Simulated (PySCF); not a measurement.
Compound: C8H16OSi.
SMILES with atom numbers: `[CH2:1]1[CH2:2][CH2:3][CH:4]([Si@H:5]2[CH2:6][CH2:7][CH2:8][O:9]2)[CH2:10]1`

NICS = −σ at a ghost point: NICS(0) at the centroid of the ring atoms, NICS(1) 1 Å to either side along the normal of their mean plane, zz for the tensor component along that normal. Level: GIAO CAM-B3LYP/pcSseg-1 (PySCF, non-relativistic, gas phase) on the PBE0-D3(BJ)/def2-SVP geometry, one conformer.

Ring bond lengths (Å): C1–C2 1.539, C2–C3 1.548, C3–C4 1.539, C4–C10 1.534, C10–C1 1.529; Si5–C6 1.890, C6–C7 1.536, C7–C8 1.531, C8–O9 1.413, O9–Si5 1.689.

Give the NICS values of each ring in ppm.

| ring | type | NICS(0) | NICS(1), two faces | NICS(1)zz, two faces | rms pucker (Å) | centre to ring atoms, mean (Å) |
| --- | --- | --- | --- | --- | --- | --- |
| C1–C2–C3–C4–C10 | 5-membered carbocycle; formal bonds all single | -5.7 | -4.0 / -4.4 | -4.1 / -4.5 | 0.18 | 1.29 |
| Si5–C6–C7–C8–O9 | 5-membered ring with O and Si; formal bonds all single | -5.5 | -2.8 / -3.3 | -2.3 / -3.9 | 0.17 | 1.35 |

What do they say, and how far can they be read as aromaticity?

- C1–C2–C3–C4–C10: mean NICS(1)zz -4.3 ppm, shielded. C1, C2, C3, C4, C10 have four or more neighbours, so the value isn't read as a sign of a π ring current.
- Si5–C6–C7–C8–O9: mean NICS(1)zz -3.1 ppm, shielded. Si5, C6, C7, C8 have four or more neighbours, and the NICS criterion for π rings isn't applied.

At the second NICS(1) probe listed for ring C1–C2–C3–C4–C10, 1 Å off the ring, how large is the induced field along the normal in 1 T applied along it?

NICSzz × B0 = -4.5 ppm × 1 T = -4 μT, against the applied field.

Give the inner angles of the rings.

- C1–C2–C3–C4–C10: C1 104.9°, C2 106.0°, C3 105.8°, C4 103.1°, C10 103.1°; sum 522.8° against 540° for a flat convex ring.
- Si5–C6–C7–C8–O9: Si5 95.2°, C6 100.9°, C7 107.6°, C8 109.1°, O9 112.7°; sum 525.4° against 540° for a flat convex ring.

What are the shieldings of the ring atoms and their hydrogens in the same run (means over atoms taken as equivalent)?

```csv
atoms,environment,σ isotropic (ppm),"principal values of the symmetric part, first atom (ppm)"
C1,ring CH2 carbon,152.4,"126.7, 159.2, 171.5"
C2,ring CH2 carbon,156.9,"126.6, 171.1, 173.1"
C3,ring CH2 carbon,153.5,"124.2, 162.5, 173.8"
C4,sp3 carbon bound to silicon,152.4,"132.6, 156.2, 168.4"
Si5,oxygen-bound silicon,311.8,"257.9, 325.5, 352.0"
C6,sp3 carbon bound to silicon,171.5,"161.6, 167.6, 185.2"
C7,ring CH2 carbon,152.5,"131.5, 157.2, 168.9"
C8,sp3 carbon bound to oxygen,112.2,"76.3, 103.9, 156.5"
O9,silyl ether oxygen,289.5,"243.5, 286.6, 338.5"
C10,ring CH2 carbon,153.1,"128.2, 164.3, 166.8"
H on C1,methylene hydrogen,29.62,"24.7, 27.0, 37.1"
H on C1,methylene hydrogen,30.02,"25.0, 27.9, 37.1"
H on C2,methylene hydrogen,29.81,"24.4, 27.7, 37.3"
H on C2,methylene hydrogen,29.65,"24.5, 27.5, 37.0"
```

The list is cut; further classes of hydrogen are left out.

How do the values depend on the level or the medium?

```json
{"level": "CAM-B3LYP/pcSseg-1, gas", "NICS(0), C1–C2–C3–C4–C10": "-5.7", "mean NICS(1)zz, C1–C2–C3–C4–C10": "-4.3", "NICS(0), Si5–C6–C7–C8–O9": "-5.5", "mean NICS(1)zz, Si5–C6–C7–C8–O9": "-3.1"}
{"level": "PBE0/pcSseg-1, gas", "NICS(0), C1–C2–C3–C4–C10": "-6.1", "mean NICS(1)zz, C1–C2–C3–C4–C10": "-4.7", "NICS(0), Si5–C6–C7–C8–O9": "-5.8", "mean NICS(1)zz, Si5–C6–C7–C8–O9": "-3.3"}
{"level": "PBE0/pcSseg-1, IEF-PCM chloroform", "NICS(0), C1–C2–C3–C4–C10": "-6.1", "mean NICS(1)zz, C1–C2–C3–C4–C10": "-4.7", "NICS(0), Si5–C6–C7–C8–O9": "-5.8", "mean NICS(1)zz, Si5–C6–C7–C8–O9": "-3.3"}
```

The geometry is the same throughout; the continuum's cavity takes Bondi-type radii × 1.2.

On an Arm Neoverse V1 with one thread, shared host, this took 90 s of wall time and 1.5 GiB of memory at its peak. This is the whole shielding run at CAM-B3LYP/pcSseg-1, SCF included.
